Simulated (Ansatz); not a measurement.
Cost and result for the atomization energy of C₂H₇BrGe, SMILES `C[CH]([GeH3])Br` (11 atoms, 10 bonds).

```xyz
11

C    -0.580    0.322    1.287
C    -0.652   -0.121   -0.155
Ge    1.108   -0.361   -1.008
Br   -1.654    1.187   -1.218
H    -0.058   -0.438    1.878
H    -0.036    1.263    1.389
H    -1.577    0.459    1.713
H    -1.231   -1.039   -0.255
H     1.898   -1.420   -0.212
H     1.856    0.979   -0.963
H     0.926   -0.830   -2.456
```

The species carries charge 0 and has multiplicity 1. Correlated methods include outer-core shells of Br, Ge, which these sets cover unevenly. Scalar relativity is left out up to krypton. Geometry: relaxed with PBE0-D4/def2-TZVP. Program: Ansatz. Hardware: A = 2 threads of an AMD EPYC 7R13 on a shared host; B = 2 threads of an AMD EPYC 7R13 on a shared host and a share of an NVIDIA H100 80 GB. Times are those of one run each, without the atoms' runs, and a repeat can differ threefold. Electronic energies, without spin–orbit coupling; frozen cores. CCSD(T)/CBS adds CCSD(T) − MP2 in def2-TZVPP to the MP2 limit, and its time is that of the two runs behind it. T1 = 0.010. With those shells the extrapolation isn't a true limit. B3LYP takes the VWN-RPA correlation (the form of Gaussian; ORCA's B3LYP/G).

CCSD(T)/CBS is a level of theory with its own doubt, some kJ/mol a heavy atom from the limit and from the frozen cores, so smaller differences don't rank the functionals.

| level | functions | wall time |
| --- | --- | --- |
| CCSD(T)/def2-TZVPP [B] | 256 | 3.5 s |
| MP2/def2-QZVPP [B] | 502 | 3.9 s |
| PBE-D4/def2-TZVPP (with forces) [A] | 256 | 4 s |
| PBE0-D4/def2-TZVPP [A] | 256 | 6 s |
| CCSD(T)/CBS(def2) | – | 7.3 s |
| r2SCAN-D4/def2-TZVPP (with forces) [A] | 256 | 8 s |
| B3LYP-D4/def2-TZVPP (with forces) [A] | 256 | 9 s |
| B2PLYP/def2-TZVPP [A] | 256 | 11 s |
| ωB97X-V/def2-TZVPP [A] | 256 | 14 s |
| ωB97M-V/def2-TZVPP (with forces) [A] | 256 | 20 s |

Q: What atomization energy does each give, and how far from CCSD(T)/CBS? (Best estimate.)

A: The calculation gave: 
```json
{"level": "CCSD(T)/def2-TZVPP [B]", "atomization (kJ/mol)": "3533.3", "difference from CCSD(T)/CBS": "-75.9", "per bond": "-7.6"}
{"level": "MP2/def2-QZVPP [B]", "atomization (kJ/mol)": "3590.6", "difference from CCSD(T)/CBS": "-18.6", "per bond": "-1.9"}
{"level": "PBE-D4/def2-TZVPP (with forces) [A]", "atomization (kJ/mol)": "3623.4", "difference from CCSD(T)/CBS": "14.2", "per bond": "1.4"}
{"level": "PBE0-D4/def2-TZVPP [A]", "atomization (kJ/mol)": "3591.4", "difference from CCSD(T)/CBS": "-17.8", "per bond": "-1.8"}
{"level": "CCSD(T)/CBS(def2)", "atomization (kJ/mol)": "3609.2", "difference from CCSD(T)/CBS": "0.0", "per bond": "0.0"}
{"level": "r2SCAN-D4/def2-TZVPP (with forces) [A]", "atomization (kJ/mol)": "3600.9", "difference from CCSD(T)/CBS": "-8.3", "per bond": "-0.8"}
{"level": "B3LYP-D4/def2-TZVPP (with forces) [A]", "atomization (kJ/mol)": "3576.4", "difference from CCSD(T)/CBS": "-32.8", "per bond": "-3.3"}
{"level": "B2PLYP/def2-TZVPP [A]", "atomization (kJ/mol)": "3543.6", "difference from CCSD(T)/CBS": "-65.6", "per bond": "-6.6"}
{"level": "ωB97X-V/def2-TZVPP [A]", "atomization (kJ/mol)": "3601.4", "difference from CCSD(T)/CBS": "-7.8", "per bond": "-0.8"}
{"level": "ωB97M-V/def2-TZVPP (with forces) [A]", "atomization (kJ/mol)": "3580.6", "difference from CCSD(T)/CBS": "-28.6", "per bond": "-2.9"}
```

In def2-TZVPP, CCSD(T) changes the Hartree–Fock value by +874.7 kJ/mol (the triples alone add +46.7 kJ/mol) and MP2 by +888.5 kJ/mol; breaking electron pairs costs correlation energy, which Hartree–Fock lacks. The D4 term adds +39.6 kJ/mol with B3LYP and +20.6 kJ/mol with PBE0; it sums over pairs of atoms, weighted by their polarisabilities, and B3LYP, whose exchange is more repulsive, gets the larger term. From PBE to PBE0 (25 % exact exchange), in def2-TZVPP and without D4, the atomization energy moves by −28.3 kJ/mol: exact exchange takes away binding that semilocal exchange gives to molecules.
